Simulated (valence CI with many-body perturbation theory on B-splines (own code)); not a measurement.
Level structure of W XLIII

Calculated by relativistic CI+MBPT: four valence electrons over a frozen Dirac-Fock core [Ar] 3d10, a basis of 11 s, 11 p, 10 d, 8 f, 5 g, 2 h functions for each j, with the one-electron correlation potential Σ1 (screened to all orders), the two-electron term Σ2, the three-electron term Σ3, Breit, model QED; selected single and double excitations, second order for the rest, scaled by the run's own slope (own B-spline code, finite nucleus).

The last digits are not significant, and no measured levels were compared; by estimate large intervals hold to a few tenths of a per cent, small ones and those within an open d or f shell to about a per cent. Among the levels kept, up to 380 cm⁻¹ of a level comes from second order outside the variational space, and about a tenth of that is noise between levels of different J, which matters for small intervals.

Levels 136 to 180 of 188, with energies above the lowest level, (4s^2 4p1/2^2) J=0. "Leading %" is the weight of the configuration and term that name the level; weights of strongly mixed levels are sums over their largest components and can fall short, so below about 35 % the name and the second component can differ from the true leading terms, or belong to a minority configuration. In the jj column 3d3/2^4 stands for four electrons in 3d with j = 3/2. Lifetimes count E1, E2, E3, M1 and M2 decay at the calculated energies, and are blank where another channel may lead or the interval is too uncertain; long ones can be off by a factor of two.

```csv
No.,Configuration,Term,J,E (Ry),Leading %,Lifetime,g,Leading jj
136,4s4p4d²,³D°,1,45.471,28,2.80 ps,1.007,4s 4p1/2 4d3/2 4d5/2 (50 %)
137,4s4p4d²,¹S°,0,45.594,23,3.28 ps,,4s 4p1/2 4d3/2 4d5/2 (60 %)
138,4s4p²4f,³D°,3,45.788,20,1.68 ps,1.082,4s 4p1/2 4p3/2 4f5/2 (58 %)
139,4s4p²4f,⁵G°,4,45.858,16,1.55 ps,1.260,4s 4p1/2 4d3/2 4d5/2 (35 %)
140,4s4p²4f,⁵F°,2,46.000,21,1.77 ps,1.018,4s 4p1/2 4p3/2 4f5/2 (60 %)
141,4s4p4d²,⁵D°,3,46.029,22,899 fs,1.220,4s 4p1/2 4d3/2 4d5/2 (68 %)
142,4s4p²4f,³G°,4,46.042,21,3.03 ps,1.073,4s 4p1/2 4p3/2 4f5/2 (40 %)
143,4s4p²4f,⁵G°,4,46.062,19,3.07 ps,1.179,4s 4p1/2 4p3/2 4f7/2 (35 %)
144,4s4p²4f,⁵F°,1,46.129,68,2.13 ps,0.269,4s 4p1/2 4p3/2 4f5/2 (86 %)
145,4s4p²4f,⁵D°,3,46.185,18,2.43 ps,1.117,4s 4p1/2 4p3/2 4f7/2 (47 %)
146,4s4p4d²,⁵D°,2,46.237,15,825 fs,1.197,4s 4p1/2 4d3/2 4d5/2 (64 %)
147,4s4p²4f,⁵G°,5,46.249,50,4.08 ps,1.278,4s 4p1/2 4p3/2 4f7/2 (91 %)
148,4s4p4d²,⁵D°,4,46.436,24,1.37 ps,1.225,4s 4p1/2 4d5/2^2 (33 %)
149,4s4p²4f,⁵D°,3,46.464,11,1.22 ps,1.144,4s 4p1/2 4d3/2 4d5/2 (39 %)
150,4s4p4d²,⁵S°,2,46.474,13,770 fs,1.304,4s 4p1/2 4d3/2 4d5/2 (62 %)
151,4s4p4d²,³D°,1,46.607,22,842 fs,0.956,4s 4p1/2 4d3/2 4d5/2 (55 %)
152,4s4p²4f,³G°,5,46.682,46,3.79 ps,1.252,4s 4p1/2 4p3/2 4f7/2 (71 %)
153,4s4p²4f,³F°,2,46.737,22,2.97 ps,1.020,4s 4p1/2 4p3/2 4f7/2 (62 %)
154,4s4p4d²,⁵G°,5,46.745,19,1.78 ps,1.202,4s 4p1/2 4p3/2 4f5/2 (44 %)
155,4p³4d,³F°,3,46.784,14,1.38 ps,1.022,4s 4p1/2 4p3/2 4f5/2 (40 %)
156,4s4p²4f,³F°,4,46.818,28,2.54 ps,1.224,4s 4p1/2 4p3/2 4f7/2 (55 %)
157,4s4p²4f,³F°,3,46.831,18,1.26 ps,1.058,4s 4p1/2 4p3/2 4f5/2 (59 %)
158,4p³4d,³F°,2,46.833,38,1.33 ps,0.930,4p1/2 4p3/2^2 4d3/2 (61 %)
159,4s4p²4f,³H°,6,46.853,55,4.82 ps,1.234,4s 4p1/2 4p3/2 4f7/2 (95 %)
160,4s4p²4f,⁵D°,1,46.962,31,1.85 ps,1.218,4s 4p1/2 4p3/2 4f5/2 (62 %)
161,4s4p²4f,¹F°,3,46.965,13,2.45 ps,1.052,4s 4p1/2 4p3/2 4f7/2 (61 %)
162,4s4p²4f,⁵D°,2,46.976,28,1.30 ps,1.216,4s 4p1/2 4p3/2 4f5/2 (62 %)
163,4s4p²4f,³P°,0,46.986,46,2.34 ps,,4s 4p1/2 4p3/2 4f5/2 (85 %)
164,4p³4d,³F°,2,46.992,19,1.72 ps,0.878,4p1/2 4p3/2^2 4d3/2 (42 %)
165,4s4p²4f,³H°,4,47.062,13,1.56 ps,1.148,4s 4p1/2 4p3/2 4f5/2 (36 %)
166,4s4p²4f,¹D°,2,47.146,12,1.61 ps,1.179,4s 4p1/2 4d5/2^2 (42 %)
167,4p³4d,⁵D°,1,47.192,24,863 fs,1.000,4p1/2 4p3/2^2 4d3/2 (52 %)
168,4s4p²4f,¹F°,3,47.367,15,1.19 ps,1.136,4s 4p1/2 4p3/2 4f5/2 (36 %)
169,4s4p²4f,³D°,1,47.372,18,1.92 ps,1.150,4s 4p1/2 4p3/2 4f7/2 (38 %)
170,4s4p²4f,³F°,4,47.451,18,1.99 ps,1.146,4s 4p1/2 4p3/2 4f7/2 (58 %)
171,4s4p²4f,³F°,2,47.465,21,1.38 ps,1.090,4s 4p1/2 4p3/2 4f7/2 (41 %)
172,4s4p4d²,³F°,3,47.472,11,1.34 ps,1.214,4s 4p1/2 4d5/2^2 (44 %)
173,4p³4d,¹S°,0,47.484,26,914 fs,,4p1/2 4p3/2^2 4d3/2 (44 %)
174,4s4p²4f,³D°,3,47.523,37,1.47 ps,1.222,4s 4p1/2 4p3/2 4f7/2 (44 %)
175,4p³4d,⁵D°,4,47.579,18,1.81 ps,1.220,4s 4p1/2 4p3/2 4f7/2 (49 %)
176,4s4p²4f,¹D°,2,47.607,17,1.01 ps,0.992,4s 4p1/2 4p3/2 4f5/2 (51 %)
177,4s4p²4f,¹H°,5,47.678,26,2.30 ps,1.113,4s 4p1/2 4p3/2 4f7/2 (74 %)
178,4s4p²4f,³D°,1,47.723,28,1.12 ps,0.831,4s 4p1/2 4p3/2 4f5/2 (54 %)
179,4s4p4d²,³P°,0,47.815,34,1.38 ps,,4s 4p1/2 4d5/2^2 (55 %)
180,4s4p²4f,³G°,4,47.897,25,1.13 ps,1.123,4s 4p1/2 4p3/2 4f7/2 (41 %)
```

Where two levels of one J and parity lie close, their mixing, g and order are uncertain.
